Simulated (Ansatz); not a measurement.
**A rate constant, worked out**

An elementary step of BNH$_{4}$SF$_{2}$, closed shell (BHSF₂ ([F][B]([F])[SH]) + NH₃ → BNH₂F₂ ([NH2][B]([F])[F]) + H₂S; B–S, H–N broken or loosened, B–N, S–H formed or tightened). The start structure is the complex of the reactants, bound by 0.73 eV, and the electronic barrier above it is 1.313 eV by CCSD(T) at an estimated basis limit (MP2 extrapolated from triple and quadruple zeta, plus CCSD(T) − MP2 in triple zeta). Ansatz 0.2.0; basis: def2-TZVPP and def2-QZVPP; cores frozen in the correlated methods. Extrapolation: Hartree–Fock as exp(−7.88 √X), correlation as X^−2.97. Harmonic wavenumbers at PBE0-D4/def2-TZVP (Ansatz 0.2.0), in cm⁻¹:

Start: 152, 198, 230, 273, 326, 369, 425, 574, 699, 775, 826, 854, 1103, 1250, 1328, 1638, 1644, 2723, 3466, 3584, 3605.

Saddle: 1169i, 178, 200, 233, 359, 390, 499, 505, 564, 566, 785, 862, 925, 1218, 1357, 1389, 1434, 1593, 2720, 3545, 3647.

Q: Work out the transition-state-theory rate constant at 700 K from these numbers alone (harmonic vibrations; rotation, path degeneracy and anharmonicity left out), and the Wigner tunnelling factor. Use 1 cm⁻¹ = 1.2398 × 10⁻⁴ eV and k_B = 8.617 × 10⁻⁵ eV/K.

A: Zero-point energies, half the sums: start 26042/2 cm⁻¹ = 1.6144 eV; saddle, real modes only, 22969/2 cm⁻¹ = 1.4239 eV.
Barrier with zero-point energy: 1.313 + 1.4239 − 1.6144 = 1.1225 eV.
k_BT = 0.06032 eV, so the barrier is 18.61 k_BT.
Vibrational partition functions from the zero-point level, ln q = −Σ ln(1 − exp(−hν/k_BT)): start 7.712, saddle 6.990.
k = (k_BT/h) exp(ln q‡ − ln q) exp(−E0/k_BT), with log₁₀(k_BT/h in s⁻¹) = 13.16: log₁₀ k = 13.16 + (-0.722 − 18.61)/2.3026 = 4.76, so k ≈ 6 × 10^(4) s⁻¹.
Wigner factor: 1 + (hν‡/k_BT)²/24 = 1 + (2.40)²/24 = 1.24. A change of 1 kcal/mol (0.043 eV) in the barrier would change k by a factor of 2.1 at this temperature.

No T1 diagnostic of these runs exceeds 0.012.

Labels in which every atom is bracketed show which atoms are joined, not bond orders.

For scale, one of the runs: CCSD(T)/def2-TZVPP, 222 basis functions, launched by `ansatz run in.yaml --threads 4 --pin off --events-out ev --progress --plain --max-ram 9574MiB`. Hardware: 4 CPU threads of an Arm Neoverse V2, shared host. Wall time 87 s; peak host memory 3.7 GiB.
